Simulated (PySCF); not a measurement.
Compound: C7H10NS (charge +1).
Structure used (GFN2-xTB), in Å, numbered top down from 1:
```
atom  x, y, z in Å
C1     0.910   -1.579    0.893
C2     1.067   -0.428    0.249
C3     2.319   -0.052   -0.482
C4     0.010    0.597    0.239
C5     0.182    1.910    0.567
S6    -1.272    2.804    0.434
C7    -2.069    1.411   -0.072
N8    -1.289    0.342   -0.129
C9    -1.777   -0.941   -0.573
H10    0.024   -1.823    1.453
H11    1.699   -2.310    0.915
H12    2.817    0.781    0.010
H13    2.093    0.252   -1.503
H14    3.005   -0.893   -0.510
H15    1.089    2.378    0.895
H16   -3.111    1.382   -0.335
H17   -2.496   -0.806   -1.380
H18   -2.270   -1.467    0.246
H19   -0.943   -1.546   -0.925
```

The geometry is computed with GFN2-xTB (gas phase).

Masses are those of the commonest isotopes; rigid-rotor values at the optimised geometry. The values belong to one conformer with, in the numbering `[CH2:1]=[C:2]([CH3:3])[c:4]1[cH:5][s:6][cH:7][n+:8]1[CH3:9]`, C1–C2–C4–C5 128°.

Problem. Give the principal moments of inertia and the rotational constants in MHz.

Solution. Ia = 214.51, Ib = 450.47, Ic = 604.70 u·Å²; 505379 MHz·u·Å²/I gives A = 2356, B = 1122, C = 835.8 MHz.

Problem. Classify the top.

Solution. An asymmetric top; Ray's κ = -0.624.

Problem. What does the inertial defect say?

Solution. Not planar: Δ = Ic − Ia − Ib = -60.28 u·Å². For a rigid frame Δ = −2 Σ m c², so Σ m c² = 30.14 u·Å² lies off the ab plane: 9.78 from hydrogen and 20.37 from heavier atoms. The atom farthest from that plane is 1.80 Å away.

Problem. Where do the levels up to J = 3 lie, in cm⁻¹?

Solution. Above 0(0,0):
J = 1: 1(0,1) 0.0653, 1(1,1) 0.1065, 1(1,0) 0.1160
J = 2: 2(0,2) 0.1944, 2(1,2) 0.2275, 2(1,1) 0.2562, 2(2,1) 0.3796, 2(2,0) 0.3811
J = 3: 3(0,3) 0.3846, 3(1,3) 0.4082, 3(1,2) 0.4654, 3(2,2) 0.5755, 3(2,1) 0.5827, 3(3,1) 0.8061, 3(3,0) 0.8062

Stationary, but not proved a minimum. Constants of a rigid frame at the computed geometry: no zero-point averaging, no centrifugal distortion.
